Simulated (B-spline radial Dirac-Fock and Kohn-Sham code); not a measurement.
## Co 2p1/2: cross section and angular parameters

System: atomic cobalt, [Ar] 3d7 4s2; threshold 793.2 eV (tabulated edge). Level of theory: Dirac-Hartree-Slater photoionisation with a Latter tail; cross sections with all multipoles, angular parameters from the dipole term and its interference with E2; a radial atomic solver.

The run's input, task.json:

```json
{"items": [{
  "Z": 27,
  "q": 0,
  "cfg": [[1, 0, 2], [2, 0, 2], [2, 1, 6], [3, 0, 2], [3, 1, 6], [3, 2, 7], [4, 0, 2]],
  "A": 59,
  "rrms": 3.7875,
  "do": "xps",
  "hv": [114.0, 177.0, 197.0, 200, 213.0, 289.0, 327.0, 383.0, 745.0, 800, 832.0, 877.0, 1120.0, 1180.0, 1253.6, 1460.0, 1480.0, 2320.0, 2470.0, 2890.0, 2910.0, 2984.4, 4000, 5100.0, 5350.0, 5414.7, 6000, 8047.8, 12600.0],
  "edges": {"K": 7709.0, "L1": 925.1, "L2": 793.2, "L3": 778.1, "M1": 101.0}
}]}
```

Launch: `python xray2_run.py task.json out`

| hν (eV) | σ (kb) | β | γ | δ |
| --- | --- | --- | --- | --- |
| 832 | 366 | 0.780 | -0.095 | 0.011 |
| 877 | 325 | 1.005 | -0.110 | 0.007 |
| 1120 | 179 | 1.376 | 0.001 | 0.016 |
| 1180 | 157 | 1.403 | 0.039 | 0.017 |
| 1253.6 | 135 | 1.426 | 0.084 | 0.019 |
| 1460 | ? | ? | ? | ? |
| 1480 | 87.3 | 1.452 | 0.210 | 0.024 |
| 2320 | 25.0 | 1.395 | 0.550 | 0.040 |
| 2470 | 20.8 | 1.379 | 0.597 | 0.043 |
| 2890 | 13.1 | 1.330 | 0.710 | 0.052 |
| 2910 | 12.8 | 1.328 | 0.714 | 0.052 |
| 2984.4 | 11.9 | 1.319 | 0.732 | 0.054 |
| 4000 | 4.89 | 1.207 | 0.931 | 0.076 |
| 5100 | 2.27 | 1.101 | 1.083 | 0.101 |
| 5350 | 1.95 | 1.079 | 1.112 | 0.107 |
| 5414.7 | 1.88 | 1.073 | 1.119 | 0.108 |
| 6000 | 1.35 | 1.026 | 1.177 | 0.121 |
| 8047.8 | 0.513 | 0.888 | 1.336 | 0.166 |
| 12600 | 0.111 | 0.682 | 1.549 | 0.256 |

**Question.** Give the values at 1460 eV.

**Answer.** σ = 90.5 kb, β = 1.451, γ = 0.199, δ = 0.023.

Values without a named source are computed, but for edge energies of neutral atoms, which are taken from tables.
